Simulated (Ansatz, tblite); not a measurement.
Cost and result up the ladder for Pd₃H₅ (the lowest doublet isomer of a short search) (8 atoms). The state is a doublet with charge 0. Geometry: PBE-D4/def2-SVP.

| atom | x (Å) | y (Å) | z (Å) |
| --- | --- | --- | --- |
| Pd1 | -1.194 | -0.981 | 1.513 |
| Pd2 | 0.590 | -0.211 | -0.346 |
| Pd3 | -2.013 | 0.362 | -0.703 |
| H4 | 0.444 | -0.640 | 1.335 |
| H5 | -0.484 | 0.880 | -1.174 |
| H6 | 2.305 | -0.179 | -0.417 |
| H7 | -1.685 | 0.513 | 0.934 |
| H8 | 2.037 | 0.257 | -1.143 |

Ansatz on 2 threads of Arm Neoverse V2 on a shared host; xTB runs through tblite on one thread. Times are rough, summed over both states, and most runs start from the orbitals of an earlier one. PBE0-D4/def2-TZVP serves as the yardstick here, not as an exact answer. The other state is a quartet at its own geometry.

In the def2 sets Pd takes a core potential; there is no spin–orbit coupling. The xTB rows come from tblite. In the doublet, H6 and H8 lie 0.89 Å apart (atoms count from 1), so H2 has formed as a molecule. In the quartet, H6 and H8 lie 0.85 Å apart (atoms count from 1), so H2 has formed as a molecule. The structure comes from a short search, and lower isomers may exist.

Run but left out: HF/def2-TZVP, PBE-QIDH/def2-TZVP (doublet: ⟨S²⟩ 1.39 to 1.66, where a pure state has 0.75).

xTB has no spin-polarisation term.

```csv
level,functions,wall time
GFN2-xTB,32,0.007 s
GFN1-xTB,37,0.008 s
PBE-D4/def2-TZVP (with forces),150,15 s
PBE0-D4/def2-TZVP,150,20 s
r2SCAN-D4/def2-TZVP,150,28 s
r2SCANh-D4/def2-TZVP,150,30 s
B97M-V/def2-TZVP,150,59 s
ωB97M-V/def2-TZVP,150,2.6 min
```

Estimate what each level gives for the quartet − doublet (eV).


| level | quartet − doublet (eV) | difference from PBE0-D4/def2-TZVP (eV) | remarks |
| --- | --- | --- | --- |
| GFN2-xTB | 0.72 | -0.19 | – |
| GFN1-xTB | 0.95 | 0.04 | – |
| PBE-D4/def2-TZVP (with forces) | 1.25 | 0.34 | – |
| PBE0-D4/def2-TZVP | 0.91 | 0.00 | – |
| r2SCAN-D4/def2-TZVP | 1.11 | 0.20 | – |
| r2SCANh-D4/def2-TZVP | 1.00 | 0.08 | – |
| B97M-V/def2-TZVP | 0.92 | 0.01 | – |
| ωB97M-V/def2-TZVP | 0.66 | -0.25 | spin-contaminated (⟨S²⟩ 0.84) (doublet) |
